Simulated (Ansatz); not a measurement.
(I2In-mu-H)3 (In₃H₃I₆). Total charge 0; singlet. Geometry PBE-D4/def2-SVP, basis def2-TZVP, Ansatz.

| run | HOMO (eV) | LUMO (eV) |
| --- | --- | --- |
| A | -7.02 | -4.24 |
| B | -7.83 | -3.67 |
| C | -10.29 | -0.52 |
| D | -7.43 | -4.01 |
| E | -6.70 | -4.29 |
| F | -7.56 | -3.86 |

In the def2 sets I, In take a core potential; there is no spin–orbit coupling. B3LYP takes the VWN-RPA correlation. Single mean-field runs in def2-TZVP are fitted with def2-universal-jkfit.

**Question.** The runs used B3LYP, HF, PBE, PBE0, r2SCAN, r2SCANh. Estimate which is which.

**Answer.** A r2SCAN (0 % exact exchange); B PBE0 (25 % exact exchange); C HF (100 % exact exchange); D r2SCANh (10 % exact exchange); E PBE (0 % exact exchange); F B3LYP (20 % exact exchange). Exact exchange lowers occupied and raises empty levels; among semilocal functionals meta-GGAs tend to open the gap a little, and such runs are hard to tell apart. The gap grows from 2.41 eV (PBE) to 9.77 eV (HF).
